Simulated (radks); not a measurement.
Cd+, 47 electrons, occupied as [Kr] 4d10 5s1 (the NIST ground configuration). All-electron calculation, Dirac Kohn-Sham, PBE, spin-unpolarised, spherical densities, point nucleus. Program: a radial shooting solver on a logarithmic mesh with Libxc functionals.

Radial electron density D(r) = 4 pi r^2 rho(r):

r (bohr)  D(r) (e/bohr)
0.002456          6.346
0.002836          8.012
0.003276          10.06
0.003783          12.55
0.004369          15.53
0.005046          19.06
0.005827          23.16
0.00673           27.82
0.007772          32.98
0.008976          38.51
0.01028           43.87
0.01188           49.42
0.01372           54.46
0.01584           58.54
0.01829           61.26
0.02113           62.30
0.0244            61.62
0.02818           59.50
0.03254           56.69
0.03758           54.28
0.0434            53.53
0.04973           55.25
0.05743           59.88
0.06632           66.58
0.0766            73.36
0.08846           77.63
0.1022            77.26
0.118             71.89
0.1363            63.51
0.1574            55.94
0.1817            52.83
0.2082            54.98
0.2405            60.15
0.2777            63.28
0.3207            59.96
0.3704            49.58
0.4277            35.88
0.494             24.36
0.5705            18.58
0.6589            18.17
0.7609            19.86
0.8788            20.33
1.007             18.42
1.163             14.60
1.343             10.34
1.551             6.757
1.791             4.197
2.068             2.539
2.389             1.509
2.759            0.8724
3.186            0.4789
3.68             0.2423
4.216            0.1146
4.868           0.04473
5.623           0.01435
6.493          0.003631
7.499         0.0006969

D(r) has 4 maxima, at r = 0.0215, 0.0943, 0.280, 0.844 bohr, and minima at 0.0424, 0.183, 0.618 bohr, inside which lie 2.04, 11.20, 28.99 electrons.
